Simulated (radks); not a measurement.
Task: Valence configurations of the gadolinium ion Gd3+ (all share [Xe]). All-electron calculation, scalar-relativistic Kohn-Sham, PBEsol, spin-polarised, spherical densities, point nucleus; open shells are filled with parallel spins first (spin-orbit coupling, left out, can overturn this in heavy ions). Program: a radial shooting solver on a logarithmic mesh with Libxc functionals. Order these by energy: 4f6 6p1; 4f5.5 5d1 6p0.5; 4f6.5 6p0.5; 4f6.5 6s0.5; 4f5 6s2; 4f6 5d1; 4f5.5 6s1 6p0.5; 4f7; 4f6 6s1; 4f5 5d2.

Result: From the lowest, in eV above it: 4f7 0.000; 4f6.5 6s0.5 7.412; 4f6.5 6p0.5 10.178; 4f6 5d1 13.040; 4f6 6s1 16.673; 4f6 6p1 22.448; 4f5.5 5d1 6p0.5 26.489; 4f5.5 6s1 6p0.5 30.994; 4f5 5d2 31.416; 4f5 6s2 42.740. NIST lists [Xe] 4f7 as the ground configuration; this level of theory agrees among the configurations tried. The energies are those of spherical high-spin densities, not of single terms.
